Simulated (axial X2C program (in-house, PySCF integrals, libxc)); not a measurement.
## Spin–orbit effects down a group: molecules with Al, HF

Computed with an in-house relativistic program for diatomic molecules, spin-free (one-electron X2C) or two-component (2c: spin–orbit coupling with atomic mean-field Coulomb and Gaunt terms, which also bring small scalar terms), in Dyall basis sets with cores contracted in-house; open shells are unrestricted.

Basis sets: Al dyall-v3z, C dyall-v3z, Ge dyall-cv3z, Pb dyall-cv3z, Si dyall-v3z, Sn dyall-cv3z.

```
molecule   spin-free state  Re (Å)  ωe (cm⁻¹)  De (eV)  2c state  Re 2c (Å)  ωe 2c (cm⁻¹)  De 2c (eV)
     AlC  M_S = 3/2, Λ = 0   1.975      649.8     2.59   Ω = 3/2      1.975         649.7        2.59
    AlSi  M_S = 3/2, Λ = 0   2.481      343.6     1.65   Ω = 3/2      2.481         343.6        1.65
    AlGe  M_S = 3/2, Λ = 0   2.532      278.2     1.57   Ω = 3/2      2.532         278.1         n/a
    AlSn  M_S = 3/2, Λ = 0   2.736      237.2     1.36   Ω = 3/2      2.738         237.1         n/a
    AlPb  M_S = 3/2, Λ = 0   2.783      220.0     1.26   Ω = 3/2      2.772         219.8        0.63
```

Q: Work out the shifts from the spin-free to the two-component result.

A: 

| molecule | 2c state | ΔRe (Å) | Δωe (cm⁻¹) | ΔDe (eV) |
| --- | --- | --- | --- | --- |
| AlC | Ω = 3/2 | 0.000 | -0.1 | 0.00 |
| AlSi | Ω = 3/2 | 0.000 | 0.0 | 0.00 |
| AlGe | Ω = 3/2 | 0.000 | -0.1 | n/a |
| AlSn | Ω = 3/2 | 0.002 | -0.1 | n/a |
| AlPb | Ω = 3/2 | -0.011 | -0.2 | -0.63 |

Shifts of one unit in the last digit are rounding.

Each entry is the lowest single determinant of a limited PBE0 search at one distance. De goes to single-determinant-based atoms at the same level (for ions the charge split of lowest energy) and is withheld (n/a) where an atom does not fit its ground term or J level. Main or longest-lived isotopes. One determinant is a doubtful description, or other states lie close, for AlC, AlSi, AlGe, AlSn, AlPb; these need not be ground states, and all values refer to the states named. With several unpaired electrons the Ω given is that of one determinant, not necessarily of the lowest component. Some light 2c atoms are not at their ground J level, so De misses part of their lowering (0.04 eV or less).
